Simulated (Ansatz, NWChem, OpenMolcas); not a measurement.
**A ladder of methods for SiCl4 (silicon tetrachloride)**

SiCl4: 5 atoms, total charge 0, spin state singlet. As SMILES, `Cl[Si](Cl)(Cl)Cl`. The shape is that of a PBE0-D4/def2-TZVP optimisation.

```xyz
5

Cl   -0.9626   -0.0876    1.7623
Si    0.0100   -0.0147   -0.0083
Cl    1.6554   -1.1859    0.0781
Cl   -1.2121   -0.6769   -1.4761
Cl    0.5593    1.8914   -0.3975
```

Quantity: the vertical ionisation energy (to the doublet cation), in eV. The values are calculated.

```csv
level,kind,program,value (eV)
SVWN5/cc-pVDZ,LDA,Ansatz,10.97
BLYP/cc-pVDZ,GGA,Ansatz,10.60
PBE/cc-pVDZ,GGA,OpenMolcas,10.83
M06-L/cc-pVDZ,meta-GGA,OpenMolcas,11.38
B3LYP/cc-pVDZ,global hybrid,OpenMolcas,11.33
M06-2X/cc-pVDZ,hybrid meta-GGA,NWChem,12.00
CAM-B3LYP/cc-pVDZ,range-separated hybrid,NWChem,11.86
CCSD(T)/cc-pVDZ,coupled cluster or CI,Ansatz,11.76
```

The values span 10.60 to 12.00 eV. The coupled-cluster rows rest on a doubtful reference here (large T1 or Brueckner and Hartree–Fock orbitals at odds), and rows may lie in different states.
